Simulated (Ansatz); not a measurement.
Cost and result for the atomization energy of CHClI, SMILES `Cl[CH]I` radical (4 atoms, 3 bonds).

Charge 0, multiplicity 2. Correlated methods include outer-core shells of I, which these sets cover unevenly. I: def2 effective core potential. The geometry is a stationary point of PBE0-D4/def2-TZVP. Program: Ansatz. All runs use 2 threads of a server CPU on a shared host. Times are those of one run each, without the atoms' runs, and a repeat can differ threefold. Electronic energies, without spin–orbit coupling; frozen cores. CCSD(T)/CBS adds CCSD(T) − MP2 in def2-TZVPP to the MP2 limit, and its time is that of the two runs behind it. T1 = 0.015; ⟨S²⟩ of the reference is 0.78. With those shells the extrapolation isn't a true limit. HSE06 is the plane-wave form, built on full-range PBE exchange.

CCSD(T)/CBS is a level of theory with its own doubt, some kJ/mol a heavy atom from the limit and from the frozen cores, so smaller differences don't rank the functionals.

| level | functions | wall time |
| --- | --- | --- |
| BLYP-D4/def2-TZVPP | 137 | 1.9 s |
| PBE-D4/def2-TZVPP (with forces) | 137 | 2.1 s |
| BHLYP-D4/def2-TZVPP | 137 | 2.9 s |
| HSE06-D4/def2-TZVPP | 137 | 3 s |
| CAM-B3LYP-D4/def2-TZVPP | 137 | 3.2 s |
| CCSD(T)/def2-SVP | 63 | 3.7 s |
| B2PLYP/def2-TZVPP | 137 | 4.1 s |
| r2SCANh-D4/def2-TZVPP | 137 | 4.8 s |
| ωB97X-V/def2-TZVPP | 137 | 7 s |
| ωB97M-V/def2-TZVPP (with forces) | 137 | 9.5 s |
| MP2/def2-QZVPP | 239 | 10 s |
| CCSD(T)/def2-TZVPP | 137 | 59 s |
| CCSD(T)/CBS(def2) | – | 69 s |

What atomization energy does each give, and how far from CCSD(T)/CBS? (An estimate is asked.)

Ansatz gave: 
| level | atomization (kcal/mol) | difference from CCSD(T)/CBS | per bond |
| --- | --- | --- | --- |
| BLYP-D4/def2-TZVPP | 246.6 | 1.0 | 0.3 |
| PBE-D4/def2-TZVPP (with forces) | 261.4 | 15.8 | 5.3 |
| BHLYP-D4/def2-TZVPP | 231.6 | -14.0 | -4.7 |
| HSE06-D4/def2-TZVPP | 252.4 | 6.8 | 2.3 |
| CAM-B3LYP-D4/def2-TZVPP | 242.5 | -3.1 | -1.0 |
| CCSD(T)/def2-SVP | 221.1 | -24.5 | -8.2 |
| B2PLYP/def2-TZVPP | 240.5 | -5.1 | -1.7 |
| r2SCANh-D4/def2-TZVPP | 248.5 | 2.9 | 1.0 |
| ωB97X-V/def2-TZVPP | 244.8 | -0.8 | -0.3 |
| ωB97M-V/def2-TZVPP (with forces) | 243.5 | -2.1 | -0.7 |
| MP2/def2-QZVPP | 250.1 | 4.5 | 1.5 |
| CCSD(T)/def2-TZVPP | 235.3 | -10.3 | -3.4 |
| CCSD(T)/CBS(def2) | 245.6 | 0.0 | 0.0 |

In def2-TZVPP, CCSD(T) changes the Hartree–Fock value by +76.1 kcal/mol (the triples alone add +7.4 kcal/mol) and MP2 by +84.8 kcal/mol; breaking electron pairs costs correlation energy, which Hartree–Fock lacks. At CCSD(T), def2-SVP lies −24.5 kcal/mol from the extrapolated value and def2-TZVPP −10.3 kcal/mol: correlation converges slowly with the basis, and small sets miss more of it in the bonded molecule than in its fragments. From BLYP to BHLYP (50 % exact exchange), in def2-TZVPP and without D4, the atomization energy moves by −13.2 kcal/mol: exact exchange takes away binding that semilocal exchange gives to molecules.

Spin–orbit coupling would lower the free I atoms strongly, and the atomization energy with them, by more than many differences here.
